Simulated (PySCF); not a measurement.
# Mayer bond orders and bond lengths

Compound: C6H5F.
Numbering: `[F:1][C:2]1=[CH:3][C@@H:4]2[CH:5]=[CH:6][C@H:7]12` (hydrogens: H8 on C3; H9 on C4; H10 on C5; H11 on C6; H12 on C7)

Bond orders from the PBE0/pcSseg-1 density (PySCF). Geometry: GFN2-xTB; no solvent, vibrations or thermal averaging.

Task: Where do the orders between heavy atoms depart from those drawn in the SMILES?

Result: The largest departure is 0.224, at C2–C3 (drawn double, 1.776).

Task: Set the Mayer orders of the bonds beside their lengths.

Result: 
| bond | drawn as | length (Å) | Mayer order |
| --- | --- | --- | --- |
| F1–C2 | single | 1.335 | 1.002 |
| C2–C3 | double | 1.327 | 1.776 |
| C3–C4 | single | 1.517 | 0.974 |
| C4–C5 | single | 1.515 | 0.986 |
| C5–C6 | double | 1.328 | 1.806 |
| C6–C7 | single | 1.516 | 0.987 |
| C7–C2 | single | 1.503 | 1.019 |
| C7–C4 | single | 1.560 | 0.952 |
| C3–H8 | single | 1.071 | 0.993 |
| C4–H9 | single | 1.083 | 0.937 |
| C5–H10 | single | 1.073 | 1.006 |
| C6–H11 | single | 1.073 | 1.007 |
| C7–H12 | single | 1.083 | 0.936 |

Bonds between the same two heavy elements. C–C: lowest C7–C4 (0.952, 1.560 Å), highest C5–C6 (1.806, 1.328 Å).

Task: Sum the orders of all bonds at each heavy atom with more than one neighbour and set the sums beside the valence in the SMILES.

Result: C2 3.797 (drawn 4), C3 3.743 (drawn 4), C4 3.849 (drawn 4), C5 3.798 (drawn 4), C6 3.800 (drawn 4), C7 3.894 (drawn 4). Orders between atoms that aren't bonded are not in these sums.

The Mayer order sums products of elements of PS (density times overlap matrix) between the two atoms' basis functions, so it depends on the basis set.

The run behind these numbers computed NMR shieldings as well. The run took 88 s wall, 48 s CPU (with the writing of density and orbital grids) on one thread of an Intel Xeon at 2.50 GHz, shared host with 64 logical CPUs at a one-minute load of 61, and the process peaked at 0.70 GiB of memory.
